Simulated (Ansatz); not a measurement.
`Cl[SiH2][SbH2]` + `N[Si](O)(O)F` → `O[Si](O)(F)N[SiH2]Cl` + `[SbH3]`  (cleavage of the Si–Sb bond)

Calculated with Ansatz (gas phase, PBE0-D4/def2-TZVP geometries, no zero-point term in ΔE). CCSD(T)/CBS adds triple-zeta CCSD(T) − MP2 to the extrapolated MP2 energy (def2 sets, frozen cores). DFT in def2-TZVPP. Elements past krypton have def2 core potentials. For Sb outer-core shells are correlated without core-valence functions, which leaves a few kJ/mol of doubt a bond. One conformer a species, not always the lowest.

`Cl[SiH2][SbH2]`:

Cartesian coordinates in Å:
```
Cl 2.009 0.477 0.823
Si 0.011 0.818 0.460
Sb -1.107 -1.057 -0.895
H -0.664 0.956 1.775
H -0.096 2.101 -0.278
H 0.208 -1.065 -1.983
H -0.360 -2.229 0.096
```

`N[Si](O)(O)F`:

Cartesian coordinates in Å:
```
N -0.984 -0.968 0.103
Si 0.055 0.343 -0.114
O 1.315 -0.241 -0.966
O 0.425 1.027 1.317
F -0.548 1.571 -0.930
H -1.784 -0.910 0.710
H -1.101 -1.658 -0.619
H 1.823 0.388 -1.480
H 0.799 0.446 1.980
```

`O[Si](O)(F)N[SiH2]Cl`:

```xyz
12

O     0.043   -1.279    2.155
Si   -0.408   -0.783    0.681
O    -2.025   -0.603    0.728
F    -0.047   -1.840   -0.451
N     0.485    0.606    0.257
Si    1.124    1.028   -1.276
Cl   -0.378    1.452   -2.633
H    -0.600   -1.773    2.666
H    -2.471   -0.342   -0.080
H     0.458    1.359    0.931
H     1.926    2.261   -1.119
H     1.894   -0.087   -1.858
```

`[SbH3]`:

Cartesian coordinates in Å:
```
Sb -0.222 0.466 -0.504
H 1.010 0.793 0.632
H 0.439 -1.072 -0.841
H -1.228 -0.186 0.712
```

```csv
level,ΔE (kJ/mol)
PBE-D4,-26.3
B2PLYP,-39.1
PBE,-23.0
HF/CBS(def2),-51.9
```

What does CCSD(T)/CBS give? (An estimate is asked.)

The calculation gave: -35.3 kJ/mol. The listed levels differ from it by 9.0, -3.8, 12.3, -16.6 kJ/mol.

Largest T1 diagnostic among the species: 0.014.

In def2-TZVPP, CCSD(T) changes the Hartree–Fock value by +7.6 kJ/mol (the triples alone add +1.2 kJ/mol) and MP2 by +11.2 kJ/mol. From PBE to PBE0 (25 % exact exchange), in def2-TZVPP and without D4, ΔE moves by −4.2 kJ/mol. The D4 term adds −4.9 kJ/mol with B3LYP and −3.1 kJ/mol with PBE0; it sums over pairs of atoms, weighted by their polarisabilities, and B3LYP, whose exchange is more repulsive, gets the larger term.

B3LYP here is the variant with VWN-RPA as its local correlation; programs differ in this.
